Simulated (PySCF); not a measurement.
SMILES [SiH3][CH][SiH3], doublet at its PBE0/def2-SVP optimised geometry (Å):

```
10

Si    -1.7045    -0.8725     0.0000
C      0.1530    -0.8725     0.0000
Si     1.3049     0.5843     0.0316
H     -2.2295    -1.5888    -1.2067
H     -2.2292    -1.5865     1.2086
H     -2.2324     0.5249     0.0000
H      0.6326    -1.8627    -0.0235
H      2.1492     0.6124    -1.2064
H      2.2324     0.4951     1.2047
H      0.5370     1.8627     0.1180
```

Calculation: unrestricted PBE0/def2-TZVP (PySCF 2.14.0).

Map of the deformation density (molecule minus spherical neutral atoms) (e/bohr³) on the plane z = 0.6 Å:

```
|3333333333333333333333333333333|
|3333333333333333333333333333333|
|3333333333333333333333333333333|
|3333333333333333333333333333333|
|3333333333333333222223333333333|
|3333333333333322222222223333333|
|3333333333333222222222222233333|
|3333333333332222222222222223333|
|3333333333322222233322222223333|
|3333332222222223455422222222333|
|3333222222222223466422222222333|
|3332222222222222344322332222233|
|3332222222222222221135643222233|
|3322223343322222100148963322233|
|3322223454322222221147863222233|
|3222223453212223443224543222233|
|3222222332002333564322222222333|
|3222222221013543344322222222333|
|3222222443114541123222222223333|
|3222224697323431122222222223333|
|3222234797322332343222222233333|
|3222223565322222332222222333333|
|3322223343222222221222223333333|
|3322222222222222222222233333333|
|3332222222222222222222333333333|
|3333222222222222222223333333333|
|3333332222222222222233333333333|
|3333333333333333333333333333333|
|3333333333333333333333333333333|
|3333333333333333333333333333333|
|3333333333333333333333333333333|
```
Scale: ten equal steps from -0.018 (start of '0') to 0.041 (end of '9'), in the order '0123456789'; x runs from -4.50 to 4.50, y from -4.50 (bottom) to 4.50 (top).
